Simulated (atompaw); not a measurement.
An all-electron radial function and its pseudo partner (gallium (Ga))

Columns: radius, all-electron u(r) and pseudo u(r) of the 4p shell (level -2.73 eV) of gallium in the configuration [Ar] 3d10 4s2 4p1; LDA (PW92), scalar-relativistic, PAW (atompaw) scheme, atompaw 4.2.0.5.

| r (bohr) | all-electron | pseudo |
| --- | --- | --- |
| 0.096 | 0.1225 | 0.0032 |
| 0.192 | 0.0611 | 0.0127 |
| 0.288 | -0.0778 | 0.0282 |
| 0.385 | -0.1773 | 0.0495 |
| 0.481 | -0.2113 | 0.0755 |
| 0.577 | -0.1938 | 0.1056 |
| 0.673 | -0.1439 | 0.1391 |
| 0.769 | -0.0770 | 0.1750 |
| 0.865 | -0.0033 | 0.2124 |
| 0.962 | 0.0715 | 0.2507 |
| 1.058 | 0.1424 | 0.2884 |
| 1.154 | 0.2079 | 0.3249 |
| 1.250 | 0.2672 | 0.3597 |
| 1.346 | 0.3200 | 0.3922 |
| 1.442 | 0.3664 | 0.4220 |
| 1.538 | 0.4067 | 0.4488 |
| 1.635 | 0.4415 | 0.4727 |
| 1.731 | 0.4706 | 0.4931 |
| 1.827 | 0.4949 | 0.5106 |
| 1.923 | 0.5148 | 0.5251 |
| 2.019 | 0.5307 | 0.5370 |
| 2.115 | 0.5430 | 0.5464 |
| 2.212 | 0.5521 | 0.5537 |
| 2.308 | 0.5584 | 0.5589 |
| 2.404 | 0.5620 | 0.5621 |
| 2.500 | 0.5635 | 0.5635 |

How many radial nodes do the two functions have?

The all-electron 4p function has n − l − 1 = 2; the pseudo-wave has 0, since the states of the same l below it are removed with the core.

Is the pseudo-wave norm-conserving?

No, it belongs to a PAW set: the norm inside the radius is not constrained, and the difference is carried by the augmentation charge.
